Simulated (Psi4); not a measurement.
C7H15 (SMILES [CH2]CCCCCC), doublet, at a GFN2-xTB geometry; Psi4 1.11 with SCS-MP2/6-31G.

Input for Psi4:
```
memory 2 GB

molecule {
0 2
  C    -3.79960200    0.59362564    0.17025219
  C    -2.63710761   -0.30239899    0.24571129
  C    -1.30646791    0.45745751    0.01330876
  C    -0.10284843   -0.47579306    0.09242423
  C     1.21013348    0.27000167   -0.13618399
  C     2.41919583   -0.65937307   -0.05815621
  C     3.72585021    0.09031963   -0.28700034
  H    -4.10658725    1.15965248    1.02828649
  H    -4.23791651    0.83713884   -0.77813112
  H    -2.70957675   -1.08536757   -0.51386921
  H    -2.58275255   -0.77391729    1.23058190
  H    -1.21309436    1.24403298    0.76466387
  H    -1.33906876    0.93466961   -0.96809833
  H    -0.20528774   -1.26411589   -0.65732188
  H    -0.07940277   -0.95497214    1.07421017
  H     1.31303744    1.05841198    0.61327833
  H     1.18718533    0.74934894   -1.11780174
  H     2.31696880   -1.44747700   -0.80776773
  H     2.44282725   -1.13839836    0.92339967
  H     4.57318442   -0.58881017   -0.22735253
  H     3.72984096    0.55881790   -1.26883953
  H     3.85572110    0.86794977    0.46262601
}

set basis 6-31g
set reference uhf

energy('scs-mp2')
print_variables()
```

It wrote (shortened):

```
   => Loading Basis Set <=

    Name: 6-31G
    Role: ORBITAL
    Keyword: BASIS

         ---------------------------------------------------------
                                   SCF
               by Justin Turney, Rob Parrish, Andy Simmonett
                          and Daniel G. A. Smith
                              UHF Reference
         ---------------------------------------------------------

  ==> Geometry <==

    Molecular point group: c1
    Full point group: C1

    Geometry (in Angstrom), charge = 0, multiplicity = 2:

       Center              X                  Y                   Z               Mass
    ------------   -----------------  -----------------  -----------------  -----------------
         C           -3.770121465425     0.595196865128     0.167828388828    12.000000000000
         C           -2.607627075425    -0.300827764872     0.243287488828    12.000000000000
         C           -1.276987375425     0.459028735128     0.010884958828    12.000000000000
         C           -0.073367895425    -0.474221834872     0.090000428828    12.000000000000
         C            1.239614014575     0.271572895128    -0.138607791172    12.000000000000
         C            2.448676364575    -0.657801844872    -0.060580011172    12.000000000000
         C            3.755330744575     0.091890855128    -0.289424141172    12.000000000000
         H           -4.077106715425     1.161223705128     1.025862688828     1.007825032230
         H           -4.208435975425     0.838710065128    -0.780554921172     1.007825032230
         H           -2.680096215425    -1.083796344872    -0.516293011172     1.007825032230
         H           -2.553272015425    -0.772346064872     1.228158098828     1.007825032230
         H           -1.183613825425     1.245604205128     0.762240068828     1.007825032230
         H           -1.309588225425     0.936240835128    -0.970522131172     1.007825032230
         H           -0.175807205425    -1.262544664872    -0.659745681172     1.007825032230
         H           -0.049922235425    -0.953400914872     1.071786368828     1.007825032230
         H            1.342517974575     1.059983205128     0.610854528828     1.007825032230
         H            1.216665864575     0.750920165128    -1.120225541172     1.007825032230
         H            2.346449334575    -1.445905774872    -0.810191531172     1.007825032230
[...]
  @UHF Final Energy:  -273.65874470497630
    Total Energy =                       -273.6587447049763000
  DIE_IF_NOT_CONVERGED          => (empty)
[...]
  WFN                           => (empty)
  WFN_TYPE                      => OMP2            !
  WRITER_FILE_LABEL             => (empty)
  ZORA_BASIS_TOLERANCE          => (empty)
  ZORA_NR_DEBUG                 => (empty)
  ZORA_PRUNING_SCHEME           => (empty)
  ZORA_RADIAL_POINTS            => (empty)
  ZORA_SPHERICAL_POINTS         => (empty)

 ==============================================================================
 ==============================================================================
 ==============================================================================

                             MP2
                    Program Written by Ugur Bozkaya,
              Additional Contributions by J. P. Misiewicz

 ==============================================================================
 ==============================================================================
 ==============================================================================

	MO spaces per irreps...

	IRREP   FC   AOCC  BOCC  AVIR    BVIR  FV
	==========================================
	   A     0    29    28    64     65     0
	==========================================

	Computing MP2 energy using SCF MOs (Canonical MP2)...
	==============================================================================
	Nuclear Repulsion Energy (a.u.)    :   299.75749319887819
	SCF Energy (a.u.)                  :  -273.65874470497630
	REF Energy (a.u.)                  :  -273.65874470497630
	Alpha-Alpha Contribution (a.u.)    :    -0.06911915037554
	Alpha-Beta Contribution (a.u.)     :    -0.49448282411577
	Beta-Beta Contribution (a.u.)      :    -0.06414678676498
	Scaled_SS Correlation Energy (a.u.):    -0.04442197904684
	Scaled_OS Correlation Energy (a.u.):    -0.59337938893892
	SCS-MP2 Total Energy (a.u.)        :  -274.29654607296203
	SOS-MP2 Total Energy (a.u.)        :  -274.30157237632682
	SCSN-MP2 Total Energy (a.u.)       :  -273.89329275434363
	SCS-MP2-VDW Total Energy (a.u.)    :  -274.35831568841473
	SOS-PI-MP2 Total Energy (a.u.)     :  -274.35102065873838
	MP2 Correlation Energy (a.u.)      :    -0.62774876125629
	MP2 Total Energy (a.u.)            :  -274.28649346623257
	==============================================================================

  Variable Map:
  ----------------------------------------------------------------------------
[...]
  Array Variable Map:
  ----------------------------------------------------------------------------
[...]
[...]
```
